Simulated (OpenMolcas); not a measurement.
Nb3+ in Cs2NaYF6: curves along the breathing mode

Nb3+ with its 6 nearest fluoride ions, on the Y site of Cs2NaYF6 (a = 9.075 Å, distance in the model lattice 2.178 Å). The rest of the host is ab initio model potentials to 7.6 Å, with orthogonalisation functions on the cations behind the ligands, and point charges beyond; the distance is set by hand and nothing relaxes. Ligand basis ANO-RCC-VDZP.

| Item | Value |
| --- | --- |
| Program | OpenMolcas 26.06 |
| Method | CASSCF |
| Basis | ANO-RCC-VDZP [6s5p3d1f] |
| Scalar Hamiltonian | DKH2, point nucleus |
| Active space | 2 electrons in 5 orbitals (4d) |
| State averaging | 2S+1 = 3 even, 10 roots; 2S+1 = 1 even, 15 roots |
| Spin-orbit coupling | RASSI with atomic mean-field integrals over the reference wave functions |

Spin-free energies (labels of O, the rotations of Oh) in cm-1 above the lowest fitted minimum, as all ligands move together:

```json
{"R (Å)": "1.944", "3T1": "10990", "1E": "20740", "1T2": "20900", "1A1": "33860", "3T2": "45550", "3T1(2)": "54130", "1T2(2)": "56450"}
{"R (Å)": "1.99", "3T1": "4600", "1E": "14430", "1T2": "14560", "1A1": "27440", "3T2": "35640", "3T1(2)": "44340", "1T2(2)": "46660"}
{"R (Å)": "2.036", "3T1": "1120", "1E": "11030", "1T2": "11140", "1A1": "23910", "3T2": "28990", "3T1(2)": "37790", "1T2(2)": "40110"}
{"R (Å)": "2.082", "3T1": "40", "1E": "10030", "1T2": "10100", "1A1": "22750", "3T2": "25070", "3T1(2)": "33950", "1T2(2)": "36270"}
{"R (Å)": "2.128", "3T1": "930", "1E": "11010", "1T2": "11050", "1A1": "23570", "3T2": "23450", "3T1(2)": "32400", "1T2(2)": "34720"}
{"R (Å)": "2.173", "3T1": "3400", "1E": "13560", "1T2": "13570", "1A1": "25940", "3T2": "23720", "3T1(2)": "32750", "1T2(2)": "35060"}
{"R (Å)": "2.219", "3T1": "7290", "1E": "17530", "1T2": "17510", "1A1": "29710", "3T2": "25630", "3T1(2)": "34720", "1T2(2)": "37020"}
```

Cubic fits give the following; the wavenumber is harmonic, with the mass of all moving ligands, small differences in it between states hang on the degree of the fit, a number in brackets counts states of one label, and the table is a selection of at most 14 states with clean curves.

| State | R0 (Å) | Breathing mode (cm-1) | Minimum (cm-1) |
| --- | --- | --- | --- |
| 3T1 | 2.083 | 533 | 0 |
| 1E | 2.081 | 535 | 10000 |
| 1T2 | 2.081 | 534 | 10070 |
| 1A1 | 2.084 | 529 | 22720 |
| 3T2 | 2.142 | 504 | 23360 |
| 3T1(2) | 2.140 | 506 | 32340 |
| 1T2(2) | 2.140 | 506 | 34650 |
| 1T1 | 2.140 | 505 | 37070 |
| 3A2 | 2.201 | 463 | 45290 |
| 1E(2) | 2.200 | 465 | 56820 |
| 1A1(2) | 2.193 | 479 | 70410 |

The minimum of 3T2 is shifted by +0.0590 Å against 3T1 (from the unrounded fits). With M = 114.0 u for the moving shell, the Huang-Rhys factor in this mode is S = M ω ΔR² / 2ħ = 0.01483 × 114.0 × 533 × 0.0590² = 3.14. Only the first shell moves, against a rigid host.

An orbital triplet at a regular site is open to Jahn-Teller coupling, which can distort the site and quench the lowest spin-orbit gaps and is left out. Without dynamic correlation the repulsion within the d shell is too large (B by tens of per cent), so at a given field states of lower spin stand too high. With metal d orbitals alone the field can be off either way by tens of per cent. Ligand-to-metal charge-transfer states are missing. With no ligand orbital active B as a rule stays too high, so bands that hang on it stand too high and its fall with covalency is understated. The least metal-like active orbital is 79 % on the metal (Löwdin) and no ligand orbital is active, so the numbers are rough (holds for R = 1.944). The least metal-like active orbital is 80 % on the metal (Löwdin) and no ligand orbital is active, so the numbers are rough (holds for R = 1.99). The least metal-like active orbital is 82 % on the metal (Löwdin) and no ligand orbital is active, so the numbers are rough (holds for R = 2.036). The least metal-like active orbital is 83 % on the metal (Löwdin) and no ligand orbital is active, so the numbers are rough (holds for R = 2.082). The least metal-like active orbital is 84 % on the metal (Löwdin) and no ligand orbital is active, so the numbers are rough (holds for R = 2.128). The least metal-like active orbital is 85 % on the metal (Löwdin) and no ligand orbital is active, so the numbers are rough (holds for R = 2.173). No measured value stands beside these numbers.
